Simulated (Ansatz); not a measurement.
CoSn₁₂⁺. Charge 1, multiplicity 1. Geometry PBE-D4/def2-SVP.

```xyz
13

Co    0.531   -1.637   -0.452
Sn   -0.161    0.352   -2.776
Sn    2.759    1.028    2.280
Sn    1.503    0.915   -0.398
Sn   -0.309   -3.552    0.799
Sn   -1.465   -0.259    0.045
Sn    0.582   -2.795   -2.527
Sn   -0.141    2.207    2.071
Sn    0.453   -0.970    2.411
Sn    2.920   -1.628    0.346
Sn   -3.023    1.306   -1.953
Sn   -0.625    3.017   -0.939
Sn   -3.023    2.017    1.093
```

In the def2 sets Sn takes a core potential; there is no spin–orbit coupling. Single mean-field runs in def2-TZVP are fitted with def2-universal-jkfit. The restricted singlet is unstable towards broken spin symmetry in Hartree–Fock (as tested in another run); at HF/def2-TZVP, PBE-D4/def2-SVP, PBE-D4/def2-TZVP, r2SCAN-D4/def2-TZVP and others this wasn't settled. The structure comes from a short search, and lower isomers may exist.

**Question.** Estimate the orbital energies around the gap (eV) in Ansatz with HF/def2-TZVP, PBE-D4/def2-SVP, PBE-D4/def2-TZVP, r2SCAN-D4/def2-TZVP, PBE0-D4/def2-SVP.

**Answer.** 
| orbital | HF/def2-TZVP | PBE-D4/def2-SVP | PBE-D4/def2-TZVP | r2SCAN-D4/def2-TZVP | PBE0-D4/def2-SVP |
| --- | --- | --- | --- | --- | --- |
| HOMO−13 | -14.78 | -9.48 | -9.40 | -9.66 | -10.41 |
| HOMO−12 | -14.33 | -9.40 | -9.31 | -9.58 | -10.34 |
| HOMO−11 | -12.30 | -9.20 | -9.12 | -9.36 | -10.15 |
| HOMO−10 | -11.49 | -9.11 | -9.04 | -9.29 | -10.12 |
| HOMO−9 | -11.44 | -8.82 | -8.74 | -8.98 | -9.57 |
| HOMO−8 | -11.16 | -8.62 | -8.56 | -8.78 | -9.48 |
| HOMO−7 | -10.85 | -8.43 | -8.37 | -8.60 | -9.33 |
| HOMO−6 | -10.72 | -8.36 | -8.31 | -8.54 | -9.18 |
| HOMO−5 | -10.55 | -8.26 | -8.21 | -8.43 | -9.15 |
| HOMO−4 | -10.30 | -8.22 | -8.17 | -8.37 | -8.96 |
| HOMO−3 | -9.87 | -8.13 | -8.07 | -8.27 | -8.81 |
| HOMO−2 | -9.59 | -7.91 | -7.86 | -8.05 | -8.60 |
| HOMO−1 | -9.26 | -7.83 | -7.76 | -7.96 | -8.45 |
| HOMO | -8.77 | -7.54 | -7.47 | -7.67 | -8.16 |
| LUMO | -3.96 | -6.75 | -6.69 | -6.75 | -6.27 |
| LUMO+1 | -3.87 | -6.71 | -6.64 | -6.68 | -6.25 |
| LUMO+2 | -3.46 | -6.45 | -6.38 | -6.43 | -5.97 |
| LUMO+3 | -3.39 | -6.20 | -6.14 | -6.15 | -5.67 |
| LUMO+4 | -2.92 | -6.17 | -6.12 | -6.13 | -5.66 |
| LUMO+5 | -2.70 | -5.82 | -5.76 | -5.76 | -5.32 |
